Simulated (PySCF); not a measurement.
## Spinor energies of F²⁺ (fluorine, charge +2)

Start: [He] 2s2 2p3; 2p1/2 filled at m_j = -1/2, +1/2; 2p3/2 filled at m_j = +3/2. Calculated with PySCF 2.14 in x2c-TZVPall-2c: generalised Hartree-Fock with the X2C-1e Hamiltonian and a Gaussian nucleus; one run each with spin-orbit coupling (SO) switched off, then screened by Boettger's factors.

```csv
spinor shell,electrons,"ε, spin-free (eV)","ε, screened SO (eV)",weight of nominal j (screened SO),"rms radius, screened SO (bohr)"
1s1/2,2,-764.65,-764.65,1.000,0.203
2s1/2,2,-79.521,-79.521,1.000,1.01
2p1/2,2,-63.879,-63.895,0.504,0.978
2p3/2,1,-63.879,-63.846,1.000,0.979
```

```
   quantity  spin-free  screened SO
E (hartree)  -97.69680    -97.69682
        M_J        3/2          3/2
       ⟨J²⟩      3.754        3.754
       ⟨L²⟩      0.000        0.000
       ⟨S²⟩      3.754        3.754
```

Each row is a mean over spinors that exchange with the open shell spreads, by up to 17.318 eV (2s1/2).

Rows whose weight is well below 1 are mixtures of j = l ± 1/2: exchange outweighs spin-orbit coupling there, and the label is only the starting occupation.

Without spin-orbit coupling the j labels of p, d and f shells carry no meaning; the spin-free column gives the mean over the occupied spinors of each nl shell.
